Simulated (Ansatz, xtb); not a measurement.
Two isomers of C3H10OSi

Structure I: `CC(C)(O)[SiH3]`, a singlet. Structure II: `OCCC[SiH3]`, a singlet. Both are isolated molecules in the gas phase, relaxed with PBE0-D3(BJ)/def2-SVP; the shapes shown needn't be the lowest conformers.

I (Å):

```xyz
15

C    -0.8246   -0.3740   -1.8151
C     0.0285   -0.1054   -0.5859
C     0.7280   -1.3764   -0.1180
O    -0.8727    0.3643    0.4171
Si    1.2804    1.3086   -0.9257
H    -0.2121   -0.7189   -2.6617
H    -1.3686    0.5322   -2.1199
H    -1.5708   -1.1519   -1.5828
H    -0.0244   -2.1436    0.1303
H     1.3378   -1.1953    0.7832
H     1.3958   -1.7819   -0.8935
H    -0.3807    0.4573    1.2406
H     1.9415    1.6587    0.3731
H     0.5623    2.5122   -1.4403
H     2.3421    0.9137   -1.9062
```

II (Å):

| atom | x (Å) | y (Å) | z (Å) |
| --- | --- | --- | --- |
| C | -1.0697 | 0.0223 | -0.6834 |
| C | -0.1944 | -0.7630 | 0.2839 |
| C | 1.2075 | -0.1781 | 0.4531 |
| O | -0.4894 | 0.1707 | -1.9528 |
| Si | 1.3112 | 1.4751 | 1.3613 |
| H | -0.3833 | -0.7073 | -2.3344 |
| H | -2.0695 | -0.4524 | -0.7425 |
| H | -1.2327 | 1.0446 | -0.3042 |
| H | -0.7143 | -0.8294 | 1.2559 |
| H | -0.1172 | -1.8044 | -0.0822 |
| H | 1.6666 | -0.0447 | -0.5410 |
| H | 1.8524 | -0.8835 | 1.0037 |
| H | 0.6487 | 1.3692 | 2.7010 |
| H | 0.6469 | 2.5822 | 0.6071 |
| H | 2.7449 | 1.8464 | 1.5696 |

Estimate E(II) − E(I) at the level CCSD(T)/def2-SVP + ΔMP2/def2-TZVPP.

Too close to call at this level: CCSD(T)/def2-SVP + ΔMP2/def2-TZVPP gives E(II) − E(I) = +0.81 kcal/mol.

Level by level:

| level | geometry | E(II) − E(I) (kcal/mol) | departure from the last row (kcal/mol) | job, with rough time for the two |
| --- | --- | --- | --- | --- |
| GFN2-xTB | GFN2-xTB | +2.50 | +1.69 | optimisation, 0.13 s |
| HF/STO-3G | GFN2-xTB | −2.01 | −2.82 | single point, 0.32 s |
| r2SCAN-D4/def2-SVP | GFN2-xTB | +0.97 | +0.16 | single point, 2.7 s |
| PBE0-D3(BJ)/def2-SVP | PBE0-D3(BJ)/def2-SVP | +0.10 | −0.71 | optimisation, 30 s |
| HF/def2-SVP | PBE0-D3(BJ)/def2-SVP | −2.14 | −2.94 | part of the CCSD(T) run |
| MP2/def2-SVP | PBE0-D3(BJ)/def2-SVP | +0.90 | +0.10 | part of the CCSD(T) run |
| CCSD(T)/def2-SVP | PBE0-D3(BJ)/def2-SVP | +0.73 | −0.08 | single point |
| CCSD(T)/def2-SVP + ΔMP2/def2-TZVPP | PBE0-D3(BJ)/def2-SVP | +0.81 |  | single point, 27 s |

As drawn, both hold the same kinds of bond in the same numbers. Structure I has 2 methyl groups, II 0.

The largest departure from CCSD(T)/def2-SVP + ΔMP2/def2-TZVPP is that of HF/def2-SVP, 2.94 kcal/mol. The last row adds to CCSD(T) the change of the MP2 difference between the two basis sets, here +0.08 kcal/mol.

With thermal terms from frequencies at re-optimised GFN2-xTB minima (ideal gas, soft modes damped towards free rotors, one conformer each, 298.15 K, 1 atm): on the last row, ΔE + ΔZPE = +1.64, ΔH = +1.32, ΔG = +1.37 kcal/mol.

The correlated steps freeze 9 core orbitals. Codes used: Ansatz 0.2.0, xtb 6.7.1; the last row on 2 threads of Intel(R) Xeon(R) 6975P-C (Granite Rapids) on a shared host.
